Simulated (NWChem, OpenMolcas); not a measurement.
# AgCl (silver chloride): a line through the functionals

AgCl: 2 atoms, total charge 0, spin state singlet. SMILES: `[Cl][Ag]`. The coordinates come from a PBE0-D4/def2-TZVP relaxation.

The dipole moment y, in D, basis def2-TZVPP with a core potential; a is the functional's share of exact exchange. Programs: NWChem 7.3.0, OpenMolcas 26.06.

| functional | program | a | y (D) |
| --- | --- | --- | --- |
| PBE | NWChem | 0 | 4.86 |
| BLYP | OpenMolcas | 0 | 4.68 |
| B3LYP | OpenMolcas | 0.2 | 5.31 |
| PBE0 | NWChem | 0.25 | ? |
| BHLYP | NWChem | 0.5 | 6.06 |

Q: Fit y = c + s·a to the known rows and predict PBE0.

A: 
1. Means of the 4 rows: a = 0.1750, y = 5.228.
2. Σ(Δa)² = 0.1675, Σ(Δa·Δy) = 0.43275, so the slope is 0.43275/0.1675 = 2.5836.
3. Intercept: 5.228 − (2.5836) × 0.1750 = 4.776. The largest residual of the fit is 0.096.
4. PBE0: 4.776 + (2.5836) × 0.25 = 5.42 D.

The run gave 5.60 D, so the prediction is off by -0.18 D, more than the scatter of the fit. More exact exchange makes the molecule more polar here. The rows mix families of semi-local functionals, which the line can't see.
